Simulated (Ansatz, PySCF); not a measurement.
Process, species as SMILES: C=CCC(C)(C)C [4,4-dimethylpent-1-ene] + 5 C (CH4) -> C=C (C2H4) [ethene] + 5 CC (C2H6) [ethane]
Geometries: B3LYP-D3(BJ)/def2-TZVP minima from Ansatz (a quantum-chemistry and plane-wave program), one conformer each, not searched for the lowest.

Property: bond separation energy (enthalpy at 298 K, with B3LYP-D3(BJ) rigid-rotor harmonic-oscillator terms from PySCF), in kcal/mol. Valence correlation only, unless marked. Spin-orbit coupling is left out. No relativistic terms. CBS(X,Y): correlation extrapolated as X^-3; Hartree-Fock from the larger set. [CCSD(T)-MP2]/basis is that difference in the basis named.

From measured enthalpies of formation at 298 K: 21.0 kcal/mol (C=CCC(C)(C)C -19.5, CRC Handbook; C (CH4) -17.8, ATcT 1.112; C=C (C2H4) 12.6, ATcT 1.112; CC (C2H6) -20.0, ATcT 1.112). It holds spin-orbit effects, and any other conformers, which the calculations lack, and core correlation, which the frozen-core levels lack. This is an older compilation, not checked against later work.

| level | program | bond separation energy (kcal/mol) | error against measurement |
|---|---|---|---|
| HF/aug-cc-pVDZ | Ansatz | 7.8 | -13.2 |
| HF/cc-pwCVTZ | Ansatz | 8.0 | -13.0 |
| SVWN5/def2-TZVPD | Ansatz | 21.9 | 0.9 |
| PBE/def2-TZVPD | Ansatz | 13.6 | -7.4 |
| BLYP-D3(BJ)/def2-TZVPD | Ansatz + dftd3 | 17.5 | -3.5 |
| r2SCAN0/def2-TZVPD | Ansatz | 17.0 | -4.0 |
| LC-wPBE/def2-TZVPD | Ansatz | 14.1 | -6.9 |
| wB97X/def2-TZVPD | Ansatz | 15.7 | -5.3 |
| B2PLYP-D3(BJ)/def2-TZVPD | Ansatz + dftd3 | 18.8 | -2.2 |
| MP2/aug-cc-pVTZ | Ansatz | 23.8 | 2.8 |
| RI-MP2/aug-cc-pVTZ | Ansatz | 23.8 | 2.8 |
| SCS-MP2/STO-3G | Ansatz | 11.0 | -10.0 |
| CCSD/cc-pwCVTZ | Ansatz | 17.3 | -3.7 |
| CCSD(T) with core electrons/cc-pwCVTZ | Ansatz | 19.6 | -1.4 |
| RI-MP2/CBS(cc-pVTZ,cc-pVQZ)+[CCSD(T)-MP2]/cc-pVTZ | Ansatz | 20.0 | -1.0 |
